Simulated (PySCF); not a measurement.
## From computed data to an observable: oscillator strength and radiative lifetime

B(Cl)(GeH3)2 (BClGe2H6), SMILES Cl[B]([GeH3])[GeH3].

Coordinates come from a B3LYP-D3(BJ)/def2-SVP optimisation. The structure was generated by enumeration, and PubChem lists no compound with its InChIKey, so it may never have been made.

TDA-M06-2X/def2-SVPD (PySCF) puts the first singlet state with f over 0.02 at 6.47 eV (vertical), with the transition dipole (-0.037, 0.153, -0.324) in atomic units.

Task: Find the oscillator strength, the wavelength and the radiative lifetime that this transition would have in vacuum if emission retraced absorption.

Result: 
|μ|² = 0.1298 au, so |μ| = 0.92 D. ΔE = 6.47/27.211 = 0.2378 hartree. f = (2/3) ΔE |μ|² = 0.021 (the program prints 0.021).
λ = 1239.84/6.47 = 192 nm; ν = 52184 cm⁻¹.
Einstein's coefficient A = 0.6670 ν² f s⁻¹ (ν in cm⁻¹) = 3.7e7 s⁻¹, so τ = 1/A = 27 ns. This state is S4; the lower singlets have f = 0.000, 0.013, 0.003. The figure is the radiative limit of this one transition; relaxation, internal conversion, crossing to triplets and a medium change what is measured.
